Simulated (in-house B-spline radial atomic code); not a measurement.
Mg. Computed with a B-spline radial atomic code. Model: non-relativistic spherical atom: semilocal Troullier-Martins pseudo-atom, one channel per l, against all electrons, high spin, G0W0 and RPA with empty states to l = 8, local potential for every l without a channel, a model core (radius 0 = none) keeps its share of the functional.

What the tables leave out is listed at the end.

The pseudopotential gives back the lowest level of each angular momentum of its own functional in the configuration it was made in; a second state of the same l is only approximately right. Exact exchange, RPA and GW see the smooth pseudo-orbitals and miss the exchange with the core, for which the functional's share stands in. The column with an uncorrelated core keeps all orbitals and exact exchange, and so separates missing core correlation from pseudisation. Only the three outermost levels and the lowest empty one were computed. RPA here is direct RPA, with no exchange kernel, and its energies carry an (l + 1/2)⁻⁴ tail. A hybrid on a potential with a model core restores only its own semilocal share of the core's exchange.

Command:
```bash
python run_psgw.py task.json out
```
Settings (lengths in bohr, energies in hartree):
```
Z                      12
electrons              12
configuration          [Ne] 3s2
generated_in           [Ne] 3s2
functional             pbe,pbe
core_shells            1
radius_factor          0.9
core_correction        True
ion_configuration      [Ne] 3s1
```

Time taken, with all properties: 41 s on 1 thread of Arm Neoverse N1, with other jobs on the host.

Given: made with PBE; model core radius 0.201 bohr; local radius 0.516 bohr; mean-field start PBE.

Valence shells of the generating configuration: 2s, 2p, 3s.

Channel: s 0.493, p 0.643 (radii in bohr).

Computed: largest level miss in the spin-unpolarised generating configuration 0.006 eV; valence RPA correlation energy all-electron orbitals -0.57253 hartree; all-electron RPA polarisability, core included 53.999 bohr³; pseudo-atom RPA polarisability 53.858 bohr³; ionisation by mean-field all-electron 7.6121 eV; ionisation by mean-field pseudo minus all 0.009 eV; ionisation by RPA all-electron 8.0263 eV.

```csv
level,occupied,mean-field all-electron (eV),mean-field pseudo minus all (eV),G0W0 all-electron (eV),G0W0 uncorrelated core minus all (eV),G0W0 pseudo minus all (eV),exchange self-energy all-electron (eV),exchange self-energy pseudo (eV)
3s,1,-4.6989,-0.006,-7.5139,0.001,-0.029,-8.9708,-8.8516
```

Problem. What is the ionisation by RPA pseudo minus all?

Solution. 0.031 eV.

Problem. What is the valence RPA correlation energy pseudo?

Solution. -0.56897 hartree.

Given: mean-field start PBE0.

Computed: valence RPA correlation energy all-electron orbitals -0.54302 hartree; valence RPA correlation energy pseudo -0.5394 hartree; all-electron RPA polarisability, core included 46.37 bohr³; ionisation by mean-field all-electron 7.5415 eV; ionisation by mean-field pseudo minus all 0.013 eV; ionisation by RPA all-electron 7.8399 eV.

```csv
level,occupied,mean-field all-electron (eV),mean-field pseudo minus all (eV),G0W0 all-electron (eV),G0W0 uncorrelated core minus all (eV),G0W0 pseudo minus all (eV),exchange self-energy all-electron (eV),exchange self-energy pseudo (eV)
3s,1,-5.4255,-0.01,-7.6709,0.001,-0.028,-8.8703,-8.7626
```

Problem. What is the ionisation by RPA pseudo minus all?

Solution. 0.029 eV.

Problem. What is the pseudo-atom RPA polarisability?

Solution. 46.164 bohr³.

Among the listed levels the largest G0W0 shift of the pseudo-atom is -0.03 eV, for 3s on the PBE start, while leaving the core uncorrelated moves that level by +0.00 eV. The rest, -0.03 eV, comes from pseudisation and the lost core exchange. Not in the tables (levels of low weight, unsolved or above zero; the highest and the empty levels are kept at any weight): on PBE the G0W0 levels 2p (pseudo minus all +0.03 eV, weights 0.07 and 0.07), 2s (pseudo minus all -0.25 eV, weights 0.03 and 0.05), 3p (pseudo minus all +0.01 eV, weights 0.86 and 0.86); on PBE0 the G0W0 levels 2p (pseudo minus all +0.52 eV, weights -0.00 and 0.03), 2s (pseudo minus all -0.39 eV, weights 0.05 and 0.06), 3p (pseudo minus all +0.01 eV, weights 0.91 and 0.91); no Hartree-Fock pseudo-atom is run with a model core.
